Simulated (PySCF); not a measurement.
**How methods differ on the electron affinity of Pd**

Pd⁻ [Kr] 4d10 5s1 (2S) → Pd [Kr] 4d10 (1S), as a difference of total energies. Calculation: PySCF 2.14, in x2c-TZVPPall with one added diffuse shell each of s, p, d, f type (9s7p7d3f1g, 95 functions); the spin-free X2C one-electron Hamiltonian (Gaussian nucleus). Correlated levels: valence and next inner shell: [Ar] 3d10 frozen. The calculations carry no spin-orbit coupling.

```tsv
method	electron affinity (eV)	error (eV)
UHF	-0.303	-0.865
MP2 (valence and next inner shell)	0.321	-0.241
SCS-MP2 (valence and next inner shell)	0.213	-0.349
CCSD (valence and next inner shell)	0.362	-0.200
CCSD(T) (valence and next inner shell)	0.509	-0.053
```

Reference: 0.562 eV (measured; photodetachment measurements, as compiled on the Wikipedia data page of electron affinities).

Errors of the correlated levels include the incompleteness of this basis and the frozen core.

A negative affinity means that the anion lies above the atom at that level of theory.

The coupled-cluster amplitudes are large for Pd⁻ (T1 above 0.03 or a double amplitude above 0.15), so a single reference is strained.
